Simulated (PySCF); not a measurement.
System: CH6GeO3, charge -1, multiplicity 2. 
Geometry from a B3LYP-D3(BJ)/def2-TZVP (Ansatz) optimisation:
```xyz
11

C      2.0962    -0.1610    -0.4071
Ge     0.1078    -0.0590     0.2253
O     -0.4886    -1.2627    -1.0509
O     -0.1487     1.6467    -0.4514
O     -1.7595     0.0021     0.9872
H      2.0957     0.0596    -1.4776
H      2.6901     0.5784     0.1321
H      2.4866    -1.1637    -0.2269
H     -1.4225    -1.3547    -0.8289
H     -1.0482     1.8489    -0.1688
H     -1.6549    -0.2028     1.9224
```
Charge -1, spin multiplicity 2.

Dispersion corrections to the total energy (kcal/mol) from the dftd3 and dftd4 libraries through PySCF: D3(BJ) without and D4 with the three-body term, each with the damping fitted for the functional named.

| functional | D3(BJ) | D4 |
|---|---|---|
| r2SCAN | [?] | -1.35 |
| TPSSh | -5.22 | -6.67 |
| B2GP-PLYP | -3.34 | -2.30 |
| CAM-B3LYP | -3.61 | [?] |
| revPBE | -11.05 | -16.62 |
| PBE0 | -3.91 | -4.60 |
| B2PLYP | [?] | -3.80 |

Some entries are withheld; supply them.


- r2SCAN, D3(BJ): -1.26
- CAM-B3LYP, D4: -4.65
- B2PLYP, D3(BJ): -3.79
